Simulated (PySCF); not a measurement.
Run record: geometry optimisation, `C[BH2-][SbH3+]`.

Computed with PBE0-D3(BJ)/def2-SVP geometry optimisation, gas phase, def2 core potentials past Kr (PySCF 2.14.0). Start geometry: GFN2-xTB. The input is one job of a driver script: a line of settings, then coordinates in Å.

Input:
```
{"job": {"xc": "PBE0", "basis": "def2-SVP", "d3": "d3bj", "grid": 1, "maxiter": 30, "shake": 0.01, "kind": "geom"}, "charge": 0, "multiplicity": 1}
C     -1.554300     0.309030     0.342150
B     -0.654440    -0.421660    -0.745950
Sb     1.563220    -0.097340     0.024900
H     -2.589220     0.234620     0.054810
H     -1.379290     1.398920     0.393450
H     -1.485390    -0.073290     1.341550
H     -0.578930     0.081400    -1.817530
H     -0.698550    -1.596280    -0.757280
H      2.129740    -0.577940     1.567510
H      2.986200    -0.689960    -0.673750
H      2.299080     1.406680     0.254470
```

Output:
```
step   0  E = -307.82859182  max force = 0.021761
step   1  E = -307.83450253  max force = 0.003618
step   2  E = -307.83466918  max force = 0.001751
step   3  E = -307.83473433  max force = 0.000837
step   4  E = -307.83478975  max force = 0.001385
step   5  E = -307.83484380  max force = 0.001694
step   6  E = -307.83487357  max force = 0.001151
step   7  E = -307.83488398  max force = 0.000408
optimisation converged
```

Energies in Eh; «max force» is the largest Cartesian gradient component in Eh/bohr.

Problem. How much energy does the optimisation release, in kcal/mol?

Solution. E(step 0) − E(last step) = 0.006292 Eh, which is 3.9 kcal/mol.

Problem. Give the first gradient maximum in eV/Å.

Solution. With 1 Eh/bohr = 51.422 eV/Å, 1.119 eV/Å.

Summary of the converged run: final energy -307.83488 Eh after 7 steps; dipole 2.82 D.

Problem. Where do the atoms end?

Solution. 0.122 Å rms from the input after alignment:
```
atom  x, y, z in Å
C1    -1.4668    0.4293    0.4172
B2    -0.5142   -0.3302   -0.6199
Sb3    1.7073   -0.1860    0.1384
H4    -2.4974    0.3274    0.0319
H5    -1.2767    1.5108    0.5062
H6    -1.4734   -0.0037    1.4306
H7    -0.3254    0.1838   -1.7132
H8    -0.5683   -1.5521   -0.6541
H9     2.1990   -0.8387    1.6330
H10    2.9051   -0.9417   -0.8017
H11    2.5181    1.3018    0.3181
```

Problem. Estimate the wall time. Hardware: Intel Xeon 6975P-C, one thread, shared host. And the peak memory of the process?

Solution. About 26 s, with 0.40 GiB resident at the peak, the Python interpreter and its libraries included.
Labels such as C1 count atoms from 1, the log's own numbers from 0.
